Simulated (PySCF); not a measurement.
HCl$_{3}$HfO, singlet, geometry from GFN2-xTB (such geometries of metal compounds can be far from the true shape) (core potentials on Hf); CAMB3LYP/def2-SVP (PySCF).

Input for PySCF:
```python
from pyscf import gto, scf, dft

mol = gto.Mole()
mol.atom = '''
    Hf   -0.14925711    0.14034048    0.03130687
    Cl    1.67998636    1.13370639   -0.80467477
    Cl    0.56239264   -0.67929444    1.99434686
    Cl   -0.64878279   -1.60501277   -1.29865558
    O    -1.72626897    1.07595861    0.00766214
    H    -2.53447159    0.84803059   -0.46267216
'''
mol.basis = 'def2-svp'
mol.ecp = {'Hf': 'def2-svp'}
mol.verbose = 4
mol.build()

mf = dft.RKS(mol)
mf.xc = 'camb3lyp'
mf.kernel()
```

What the program printed (banner, timings and long lists left out):

```
PySCF version 2.14.0

[INPUT] verbose = 4
[INPUT] num. atoms = 6
[INPUT] num. electrons = 72
[INPUT] charge = 0
[INPUT] spin (= nelec alpha-beta = 2S) = 0
[INPUT] symmetry False subgroup None
[INPUT] Mole.unit = angstrom
[INPUT] Symbol           X                Y                Z      unit          X                Y                Z       unit  Magmom
[INPUT]  1 Hf    -0.149257110000   0.140340480000   0.031306870000 AA   -0.282055060044   0.265205071390   0.059161410117 Bohr   0.0
[INPUT]  2 Cl     1.679986360000   1.133706390000  -0.804674770000 AA    3.174714113405   2.142394582769  -1.520614934647 Bohr   0.0
[INPUT]  3 Cl     0.562392640000  -0.679294440000   1.994346860000 AA    1.062768064071  -1.283680449540   3.768769362786 Bohr   0.0
[INPUT]  4 Cl    -0.648782790000  -1.605012770000  -1.298655580000 AA   -1.226021787431  -3.033034561730  -2.454103376338 Bohr   0.0
[INPUT]  5 O     -1.726268970000   1.075958610000   0.007662140000 AA   -3.262175570635   2.033267094268   0.014479346128 Bohr   0.0
[INPUT]  6 H     -2.534471590000   0.848030590000  -0.462672160000 AA   -4.789457175591   1.602545560353  -0.874323667861 Bohr   0.0

nuclear repulsion = 377.440366047687
number of shells = 45
number of NR pGTOs = 196
number of NR cGTOs = 105
basis = def2-svp
ecp = {'Hf': 'def2-svp'}

******** <class 'pyscf.dft.rks.RKS'> ********
method = RKS
initial guess = minao
damping factor = 0
level_shift factor = 0
DIIS = <class 'pyscf.scf.diis.CDIIS'>
diis_start_cycle = 1
diis_space = 8
diis_damp = 0
SCF conv_tol = 1e-09
SCF conv_tol_grad = None
SCF max_cycles = 50
direct_scf = True
direct_scf_tol = 1e-13
XC library pyscf.dft.libxc version 7.1.2
    S. Lehtola, C. Steigemann, M. J. T. Oliveira, and M. A. L. Marques,  SoftwareX 7, 1–5 (2018)
XC functionals = camb3lyp
    T. Yanai, D. P. Tew, and N. C. Handy,  Chem. Phys. Lett. 393, 51 (2004)
radial grids:
    Treutler-Ahlrichs [JCP 102, 346 (1995); DOI:10.1063/1.469408] (M4) radial grids

becke partition: Becke, JCP 88, 2547 (1988); DOI:10.1063/1.454033
pruning grids: <function nwchem_prune>
grids dens level: 3
symmetrized grids: False
atomic radii adjust function: <function treutler_atomic_radii_adjust>
small_rho_cutoff = 0
Set gradient conv threshold to 3.16228e-05
Initial guess from minao.
tot grids = 104328
init E= -1491.6738685982
  HOMO = -0.559706897531799  LUMO = -0.29769677366361  gap/eV = 7.12966
cycle= 1 E= -1504.05705610399  delta_E= -12.4  |g|= 0.861  |ddm|= 7.54
  HOMO = -0.238368508337442  LUMO = 0.0423907769512742  gap/eV = 7.63985
cycle= 2 E= -1504.00839106093  delta_E= 0.0487  |g|= 1.02  |ddm|= 1.61
  HOMO = -0.370207707465737  LUMO = 0.00582883797814043  gap/eV = 10.23248
cycle= 3 E= -1504.20793168167  delta_E= -0.2  |g|= 0.161  |ddm|= 0.81
  HOMO = -0.389083687154412  LUMO = -0.00297899626513538  gap/eV = 10.50644
cycle= 4 E= -1504.2129483753  delta_E= -0.00502  |g|= 0.0441  |ddm|= 0.176
  HOMO = -0.389249023165241  LUMO = 0.00182675702670391  gap/eV = 10.64171
cycle= 5 E= -1504.21340054865  delta_E= -0.000452  |g|= 0.0165  |ddm|= 0.0633
  HOMO = -0.387724699972568  LUMO = 0.00111516980651864  gap/eV = 10.58087
cycle= 6 E= -1504.21347467061  delta_E= -7.41e-05  |g|= 0.00169  |ddm|= 0.0195
  HOMO = -0.38786728849599  LUMO = 0.0011024783041479  gap/eV = 10.58441
cycle= 7 E= -1504.21347575228  delta_E= -1.08e-06  |g|= 0.000478  |ddm|= 0.00303
  HOMO = -0.38784743074424  LUMO = 0.00107775364297219  gap/eV = 10.58319
cycle= 8 E= -1504.21347584931  delta_E= -9.7e-08  |g|= 0.000113  |ddm|= 0.000935
  HOMO = -0.387851397072194  LUMO = 0.00108230082441763  gap/eV = 10.58342
cycle= 9 E= -1504.21347585426  delta_E= -4.95e-09  |g|= 2.74e-05  |ddm|= 0.000194
  HOMO = -0.387850759531989  LUMO = 0.00108291680769544  gap/eV = 10.58342
cycle= 10 E= -1504.21347585461  delta_E= -3.48e-10  |g|= 9.85e-06  |ddm|= 5.65e-05
  HOMO = -0.38785139557984  LUMO = 0.00108317232850956  gap/eV = 10.58345
Extra cycle  E= -1504.21347585463  delta_E= -1.96e-11  |g|= 7.64e-06  |ddm|= 2.16e-05
converged SCF energy = -1504.21347585463
```
